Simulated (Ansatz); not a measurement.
**FGeH4Si2+: where a starting geometry ends**

The starting geometry of this gas-phase singlet was optimised with GFN2-xTB.

```xyz
8

F    -0.7349    2.7258   -0.2332
Ge   -0.4555    2.0399   -2.5574
Si    1.1859    0.8487   -1.0327
Si    0.3393    2.0094    0.8771
H     1.9882   -0.3396   -0.6465
H     1.0293    3.1821    1.3985
H    -0.5882    1.3845    1.8093
H    -1.2589    0.7166   -2.0087
```

Task: Predict what it relaxes into with B3LYP-D3(BJ)/def2-SVP.

Result: It rearranges, giving a structure with F1 bridging Ge2 and Si4, given below by its coordinates. Distances that change by over a tenth: F1–Ge2 (2.44 → 2.07 Å). Contacts that open: Ge2–H8 (1.64 → 3.42 Å). Contacts that close: Si3–H8 (2.64 → 1.49 Å).

The energy falls by 1.05 eV over 23 steps:

```json
{"step": "1", "E − E(last) (eV)": "1.052"}
{"step": "3", "E − E(last) (eV)": "0.648"}
{"step": "6", "E − E(last) (eV)": "0.267"}
{"step": "8", "E − E(last) (eV)": "0.227"}
{"step": "11", "E − E(last) (eV)": "0.209"}
{"step": "13", "E − E(last) (eV)": "0.123"}
{"step": "16", "E − E(last) (eV)": "0.027"}
{"step": "18", "E − E(last) (eV)": "0.003"}
{"step": "21", "E − E(last) (eV)": "0.000"}
{"step": "23", "E − E(last) (eV)": "0.000"}
```

Final geometry (Å):

```xyz
8

F    -0.4807    3.2325   -0.4145
Ge   -0.4000    2.5462   -2.3653
Si    0.5113    0.5714   -1.0397
Si    0.1114    2.0277    0.7644
H     1.9461    0.2913   -1.3118
H     1.2453    2.7178    1.4167
H    -1.0584    1.8060    1.6418
H    -0.3698   -0.6254   -1.0852
```

Frequencies at the end are all real (lowest 74 cm⁻¹). Run with Ansatz 0.2.0, 31 s on 2 threads of Intel(R) Xeon(R) 6975P-C (Granite Rapids), with other jobs on the host.
